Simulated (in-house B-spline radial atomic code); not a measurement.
Se⁺. Computed with a B-spline radial atomic code. Model: all-electron spherical atom, spin shells full or empty, radial basis limit, no spin-orbit coupling, Breit or QED, empty-state partial waves extrapolated as (l+1/2)^-4, RPA, G0W0 and static COHSEX of the highest shell as one setting changes (uncorrelated shells keep exact exchange).

Given: element Se; charge 1; filled core Ar; hamiltonian one-electron scalar X2C; mean-field start Hartree-Fock; highest l of empty states 9; nuclear rms radius 4.14 fm; highest mean-field shell 4p up.

Shell: 3d 5 5, 4s 1 1, 4p 3 0 (electrons up and down).

| lowest nl shells left uncorrelated | RPA correlation energy (hartree) | G0W0 level (eV) | G0W0 minus most complete (meV) | COHSEX level (eV) | linearised minus solved G0W0 (meV) |
| --- | --- | --- | --- | --- | --- |
| 0 | -2.2113 | -21.852 | 0 | -23.229 | -0.1 |
| 1 | ? | ? | ? | ? | ? |
| 2 | -1.8869 | -21.85 | 1.5 | -23.228 | -0.1 |
| 3 | -1.4061 | -21.843 | 8.4 | -23.213 | -0.1 |
| 4 | -1.2391 | -21.85 | 2 | -23.219 | -0.1 |
| 5 | ? | ? | ? | ? | ? |
| 6 | -0.13918 | -21.672 | 179.9 | -22.895 | -0.1 |
| 7 | -0.049283 | -21.767 | 84.4 | -22.688 | -0.1 |

(1) What follows for lowest nl shells left uncorrelated = 1?

(2) What follows for lowest nl shells left uncorrelated = 5?

Results:

(1) RPA correlation energy -2.06 hartree; G0W0 level -21.851 eV; G0W0 minus most complete 0.8 meV; COHSEX level -23.228 eV; linearised minus solved G0W0 -0.1 meV.

(2) RPA correlation energy -0.76545 hartree; G0W0 level -21.888 eV; G0W0 minus most complete -36.3 meV; COHSEX level -23.277 eV; linearised minus solved G0W0 -0.1 meV.
